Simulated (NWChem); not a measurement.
Ionisation of I (-1)

```xyz
1

I      0.0000     0.0000     0.0000
```
Charge -1, spin multiplicity 1.

Everything below was run with NWChem.

Basis set: def2-TZVPD. −ε marks an orbital energy of the parent.

Effective core potentials replace the inner electrons of I; spin-orbit coupling is left out. B3LYP has NWChem's definition, with VWN1-RPA local correlation.

Order these methods by the first vertical ionisation energy they give, lowest first: −ε(HOMO) of HF, −ε(HOMO) of PBE, −ε(HOMO) of B3LYP, −ε(HOMO) of PBE0.

−ε(HOMO) of PBE (0.07 eV), −ε(HOMO) of B3LYP (0.87 eV), −ε(HOMO) of PBE0 (1.07 eV), −ε(HOMO) of HF (3.43 eV)
